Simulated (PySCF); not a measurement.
Molecule: SMILES C1CC2(C1)CCC2, C$_{7}$H$_{12}$.

Bonds (- single, = double, # triple, : aromatic): C1-C2, C2-C3, C3-C4, C3-C5, C5-C6, C6-C7, C4-C1, C7-C3. C1 carries H8, H9; C2 carries H10, H11; C4 carries H12, H13; C5 carries H14, H15; C6 carries H16, H17; C7 carries H18, H19.

Frames of a GFN2-xTB Langevin trajectory at 300 K; GIAO PBE0/pcSseg-1 shieldings in PySCF, gas phase, non-relativistic; equivalent atoms averaged within each frame.

Chemical shifts δ = σref − σ; $^{13}$C (σ = 186.93 ppm), $^{1}$H (σ = 31.72 ppm) against TMS, all at this level. The references are static minima.

Question: How do the shifts (ppm) fluctuate along the trajectory?

Answer: 
```csv
time (fs),C3,C2/C4/C5/C7,C1/C6,H10/H11/H12/H13/H14/H15/H18/H19,H8/H9/H16/H17
optimised geometry,37.6,37.9,13.8,2.05,1.83
250,46.8,43.7,15.3,2.73,1.90
425,30.4,37.7,14.8,2.17,1.96
625,48.7,37.3,18.4,1.92,2.35
800,47.8,39.7,17.2,2.54,2.19
1000,38.8,40.2,14.0,2.52,1.76
mean of frames,42.5,39.7,15.9,2.38,2.03
standard deviation,7.8,2.5,1.8,0.33,0.24
```

5 frames give an uncertainty of the mean of about the standard deviation over 2.2 at best, since frames this close in time may not be independent; classical motion lacks zero-point vibration, and the reference would need the same averaging.
